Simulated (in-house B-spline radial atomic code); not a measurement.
Rh³⁵⁺. Computed with a B-spline radial atomic code. Model: all-electron spherical atom, spin shells full or empty, radial basis limit, no spin-orbit coupling: exact exchange with a local potential (Slater, KLI or optimised effective potential, whose far tail is KLI's), no correlation.

Exchange potential has not reached -1/r at the last radius.

The run also made RPA and GW results, which its time includes.

The Slater potential averages the orbital exchange potentials with the orbital densities as weights, KLI adds orbital constants, and the optimised effective potential minimises the exact-exchange energy among local potentials. So their energies lie above Hartree-Fock in the order OEP, KLI, Slater. All fall off as −1/r, unlike LDA and GGA exchange.

Command:
```bash
python run_gw.py task.json out
```
Settings (lengths in bohr, energies in hartree):
```
Z                      45
electrons              10
configuration          [He] 2s2 2p6
hamiltonian            nr
method                 kli
lmax                   9
spin_polarised         False
box_radius             2.72
intervals              63
```

Cost of the run: 1.5 s on 1 thread of Arm Neoverse N1, on a shared host.

Given: hamiltonian non-relativistic; mean-field start exchange-only KLI.

Computed: energy above Hartree-Fock 2.8139 millihartree; virial ratio -E/T less 1 0.000297.

| radius (bohr) | r times exchange potential (hartree bohr) |
| --- | --- |
| 0.00111 | -0.042682 |
| 0.00131 | -0.050333 |
| 0.00154 | -0.059113 |
| 0.00182 | -0.069762 |
| 0.00215 | -0.082251 |
| 0.00253 | -0.096539 |
| 0.00298 | -0.11332 |
| 0.00352 | -0.13321 |
| 0.00415 | -0.15606 |
| 0.00489 | -0.18234 |
| 0.00577 | -0.21272 |
| 0.0068 | -0.24698 |
| 0.00801 | -0.28532 |
| 0.00945 | -0.3281 |
| 0.0111 | -0.37321 |
| 0.0131 | -0.42225 |
| 0.0155 | -0.4731 |
| 0.0183 | -0.52199 |
| 0.0215 | -0.56538 |
| 0.0254 | ? |
| 0.0299 | ? |
| 0.0353 | -0.64713 |
| 0.0416 | -0.66154 |
| 0.049 | -0.69078 |
| 0.0578 | -0.75767 |
| 0.0682 | -0.86771 |
| 0.0804 | -1.002 |
| 0.0947 | -1.1363 |
| 0.112 | -1.2543 |
| 0.132 | -1.3353 |
| 0.155 | -1.3727 |
| 0.183 | -1.3678 |
| 0.216 | -1.3283 |
| 0.254 | -1.2706 |
| 0.3 | -1.2055 |
| 0.354 | -1.1434 |
| 0.417 | -1.0873 |

Q: What belongs in the row 0.0254?

A: r times exchange potential (hartree bohr): -0.60287.

Q: What belongs in the row 0.0299?

A: r times exchange potential (hartree bohr): -0.62973.

| occupied | level (hartree) | Hartree-Fock level (hartree) |
| --- | --- | --- |
| 1s | -901.16 | -909.75 |
| 2s | -191.43 | -192.16 |
| 2p | -183.96 | -183.96 |

```
empty  level (hartree)
   3s           -79.82
   3p                ?
   3d          -74.253
   4s          -43.562
   4p          -42.549
   4d          -41.327
   4f          -40.766
```

Q: What belongs in the row 3p?

A: level (hartree): -77.404.

The highest level, 2p, differs from Hartree-Fock by +0.048 eV and the deepest, 1s, by +234 eV: a local potential can match the highest level but can't give each shell its own exchange.
